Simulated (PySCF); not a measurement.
Name the molecule from its bond curve

A diatomic of charge 0 contains As. Its triplet curve at UHF-CCSD in a double-zeta basis (no relativity, PySCF), in eV from the separated fragments:

```
R (Å)  E (eV)
2.285  -1.328
2.387  -1.524
2.463  -1.592
2.539  -1.610
2.615  -1.590
2.717  -1.520
2.844  -1.386
2.996  -1.191
```

The fit gives ωe = 303 cm⁻¹ and the rotational constant Bₑ = 0.1324 cm⁻¹.

**Question.** Which atom is the partner?

**Answer.** The minimum lies at 2.533 Å, so the reduced mass is 16.8576 u Å² cm⁻¹/(Bₑ·Re²) = 19.84 u. With As at 74.92 u the partner weighs about 27.0 u: Al. The molecule is AlAs.

Correlated steps freeze 14 core orbitals. Spin–orbit coupling is left out. The state is the lowest determinant that a PBE0 search found; another state may lie lower at other levels.
